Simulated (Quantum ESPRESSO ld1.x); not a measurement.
Values are calculated unless marked as measured or tabulated.
Question: Species: Mg2+. Configuration: [He] 2s2 2p4 3p2 (not the ground configuration). Code: ld1.x of Quantum ESPRESSO 7.5. Model: non-relativistic Kohn-Sham, LDA (Slater exchange, Perdew-Zunger correlation), spin-polarised, spherical densities, point nucleus; open shells are filled with parallel spins first. Some entries of the table are withheld. Estimate them.

| orbital | occ. | eigenvalue (eV) | r(max) (bohr) |
|---|---|---|---|
| 1s up | 1 | -1322.12 | 0.08572 |
| 1s down | 1 | -1318.62 | 0.08564 |
| 2s up | 1 | (1) | (2) |
| 2s down | 1 | (3) | (4) |
| 2p up | 3 | -104.121 | 0.4489 |
| 2p down | 1 | -97.5174 | 0.4550 |
| 3p up | 2 | (5) | 1.992 |
| 3p down | 0 | (6) | 2.045 |

Answer: 
(1) 2s up eigenvalue (eV): -134.804
(2) 2s up r(max) (bohr): 0.5305
(3) 2s down eigenvalue (eV): -128.881
(4) 2s down r(max) (bohr): 0.5346
(5) 3p up eigenvalue (eV): -21.7429
(6) 3p down eigenvalue (eV): -18.0623
